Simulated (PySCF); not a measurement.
# How methods differ on the excitation energy of W⁺

W⁺ [Xe] 4f14 5d4 6s1 (6D) → W⁺ [Xe] 4f14 5d3 6s1 6p1 (high-spin determinant), as a difference of total energies. Calculation: PySCF 2.14, in aug-cc-pwCVDZ-PP with ECP60MDF (6s6p5d3f, 70 functions); scalar relativity through the core potential. Correlated levels: valence and next inner shell: nothing frozen outside the core potential. The calculations carry no spin-orbit coupling.

| method | excitation energy (eV) |
| --- | --- |
| UHF | 4.852 |
| MP2 (valence and next inner shell) | 5.469 |
| SCS-MP2 (valence and next inner shell) | 5.226 |
| CCSD (valence and next inner shell) | 5.326 |
| CCSD(T) (valence and next inner shell) | 5.330 |

How much does correlation contribute at CCSD(T) (valence and next inner shell)?

5.330 − (4.852) = 0.478 eV, measured against UHF.

The determinant of the upper state mixes LS terms, which raises its energy above the lowest term, most at the Hartree-Fock and MP2 levels.
